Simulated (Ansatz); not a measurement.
Ansatz (an electronic-structure program) input (B97M-V/def2-TZVPD):

Ansatz 0.2 input:
```yaml
crystal:
  periodic: [false, false, false]
  atoms:
    - {symbol: C, position_ang: [-1.50786671, 0.27561986, 0.32171197]}
    - {symbol: C, position_ang: [-0.60756637, -0.99389850, 0.24473001]}
    - {symbol: C, position_ang: [0.56765462, -0.06248254, 0.12437862]}
    - {symbol: C, position_ang: [-0.29290237, 1.14793440, -0.11540677]}
    - {symbol: N, position_ang: [1.77998242, -0.34542982, -0.49913419]}
    - {symbol: H, position_ang: [-1.84526354, 0.49527743, 1.33328089]}
    - {symbol: H, position_ang: [-2.36519482, 0.28883625, -0.34876381]}
    - {symbol: H, position_ang: [-0.78966714, -1.58609173, -0.66378230]}
    - {symbol: H, position_ang: [-0.63863539, -1.67466067, 1.10034406]}
    - {symbol: H, position_ang: [-0.09190223, 2.04680438, 0.47460129]}
    - {symbol: H, position_ang: [-0.34453028, 1.44383475, -1.17324687]}
    - {symbol: H, position_ang: [2.21042858, -1.21136880, -0.20398005]}
    - {symbol: H, position_ang: [2.44897288, 0.41233787, -0.47699691]}
basis:
  gaussian:
    orbitals: def2-TZVPD
hamiltonian:
  xc: {name: B97M-V}
magnetization: {spin_polarized: true, initial_magnetization: 1}
output: {forces: true}
```

Output:

```
Functional definition: B97M-V
integrals: 0.18 GiB planned
1283 factors; their error is unknown
mean field: 2.07 GiB planned
mean field evaluation 1: about -5755.3909 eV, gradient 5.2e1 eV
mean field evaluation 2: about -5722.8458 eV, gradient 9.1e1 eV
mean field evaluation 4: about -5768.1564 eV, gradient 6.9e0 eV
mean field evaluation 8: about -5768.3788 eV, gradient 2.9e-1 eV
mean field evaluation 16: about -5768.3198 eV, gradient 1.1e-3 eV
mean field -5768.31977030 eV, -211.9818416510 hartree, gradient 4.4e-5 eV, S^2 0.754460; 0 other end points of the search recorded, 0 dependent functions left out
the calculation of the forces begins
reference -5768.31984487 eV, -211.9818443912 hartree; 20, 19 occupied and 237, 238 virtual orbitals, 1283 factors
Total energy: -5768.31984487 eV, -211.9818443912 hartree
Atom 0 at    -1.507867     0.275620     0.321712 Å, force     0.349253    -0.058834    -0.044748 eV/Å
Atom 1 at    -0.607566    -0.993899     0.244730 Å, force     0.102024     0.350944    -0.007272 eV/Å
Atom 2 at     0.567655    -0.062483     0.124379 Å, force    -0.297069     0.037859    -0.034399 eV/Å
Atom 3 at    -0.292902     1.147934    -0.115407 Å, force    -0.000733    -0.348495     0.110335 eV/Å
Atom 4 at     1.779982    -0.345430    -0.499134 Å, force    -0.089590     0.019024     0.034865 eV/Å
Atom 5 at    -1.845264     0.495277     1.333281 Å, force     0.041331    -0.025260    -0.114115 eV/Å
Atom 6 at    -2.365195     0.288836    -0.348764 Å, force     0.098544    -0.001539     0.076947 eV/Å
Atom 7 at    -0.789667    -1.586092    -0.663782 Å, force     0.006111     0.029832     0.056160 eV/Å
Atom 8 at    -0.638635    -1.674661     1.100344 Å, force    -0.002074     0.046601    -0.101386 eV/Å
Atom 9 at    -0.091902     2.046804     0.474601 Å, force    -0.019802    -0.074070    -0.081096 eV/Å
Atom 10 at    -0.344530     1.443835    -1.173247 Å, force     0.000153    -0.010720     0.062978 eV/Å
Atom 11 at     2.210429    -1.211369    -0.203980 Å, force    -0.066949     0.201956    -0.010178 eV/Å
Atom 12 at     2.448973     0.412338    -0.476997 Å, force    -0.121198    -0.167298     0.051910 eV/Å
Dipole moment:     0.202801    -0.018377     0.067904 e Å
```

It need not be the lowest isomer of its formula.
